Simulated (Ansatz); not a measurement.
## Two structures, one formula

The two ends of one reaction step of TiGeH8O4, closed shell (PBE0-D4/def2-TZVP).

A:

| atom | x (Å) | y (Å) | z (Å) |
| --- | --- | --- | --- |
| Ge1 | -1.8553 | -0.3453 | 1.2618 |
| H2 | 1.3675 | -1.4803 | -0.5144 |
| H3 | 0.3570 | -1.1645 | 1.5275 |
| O4 | -0.0299 | -0.3630 | 1.1659 |
| Ti5 | 1.0218 | 0.1892 | -0.7074 |
| O6 | 1.7661 | 0.1891 | -2.3292 |
| O7 | -0.7382 | 0.6698 | -1.0301 |
| O8 | 2.1027 | 1.2195 | 0.3137 |
| H9 | -2.4681 | -1.1813 | 0.1399 |
| H10 | -2.2770 | 1.1183 | 1.2943 |
| H11 | -2.1027 | -1.0237 | 2.6266 |
| H12 | 2.0339 | -0.4134 | -3.0202 |
| H13 | -1.0192 | 0.9947 | -1.8872 |
| H14 | 1.8416 | 1.5907 | 1.1588 |

B:

| atom | x (Å) | y (Å) | z (Å) |
| --- | --- | --- | --- |
| Ge1 | -1.6415 | -0.5779 | 1.5752 |
| H2 | 1.0651 | -3.1578 | -0.3772 |
| H3 | 0.6447 | -2.5545 | -0.2387 |
| O4 | -0.5601 | -0.2371 | 0.2089 |
| Ti5 | 0.5489 | 0.8861 | -0.6246 |
| O6 | 1.9978 | -0.0208 | -1.1927 |
| O7 | -0.3052 | 1.6417 | -2.0223 |
| O8 | 1.0580 | 2.1838 | 0.5241 |
| H9 | -3.0831 | -0.5072 | 1.0488 |
| H10 | -1.3874 | 0.4782 | 2.6622 |
| H11 | -1.2995 | -1.9908 | 2.0734 |
| H12 | 2.1453 | -0.9679 | -1.1994 |
| H13 | -0.0449 | 1.7029 | -2.9419 |
| H14 | 0.8619 | 3.1209 | 0.5042 |

Ansatz 0.2.0; basis: def2-TZVPP; cores frozen in the correlated methods. Filled d shells of the heavier atoms are correlated. The def2 sets are not built for correlating such inner shells, so the correlated values are less sure here. B3LYP uses VWN-RPA correlation.

Question: Which structure is lower at CCSD(T), and by how much? (Judge from chemistry; the value comes from the calculation.)

Answer: Computed: B, by 1.050 eV (electronic energy, against the other). By their contacts, A is TiGeH₈O₄ ([OH][TiH]([OH])([OH])[OH][GeH3]) and B is a complex of TiGeH₆O₄ ([OH][Ti]([OH])([OH])[O][GeH3]) + H₂.

All methods give the same order:

| method | E(B) − E(A) (eV) |
| --- | --- |
| SPW92 | -0.841 |
| PBE-D4 | -1.130 |
| BLYP-D4 | -1.218 |
| r2SCAN-D4 | -1.116 |
| B97M-V | -0.948 |
| PBE0-D4 | -1.038 |
| B3LYP-D4 | -1.130 |
| r2SCAN0-D4 | -1.028 |
| BHLYP-D4 | -1.027 |
| CAM-B3LYP-D4 | -1.052 |
| wB97X-V | -1.023 |
| wB97M-V | -0.943 |
| B2PLYP | -1.183 |
| PBE-QIDH | -1.061 |
| RPA on PBE | -1.017 |
| HF | -1.133 |
| MP2 | -1.169 |
| CCSD | -1.008 |
| CCSD(T) | -1.050 |

T1 diagnostic: at most 0.021.

Labels in which every atom is bracketed show which atoms are joined, not bond orders.

For scale, one of the runs: CCSD(T)/def2-TZVPP, 348 basis functions, launched by `ansatz run in.yaml --threads 4 --pin off --events-out ev --progress --plain --max-ram 66560MiB --backend cuda --devices 0, --max-vram 37GiB`. The run took 24 s on 4 CPU threads of an AMD EPYC 7R13 and a share of one NVIDIA H100 (shared host), with 0.87 GiB of host memory at its peak.
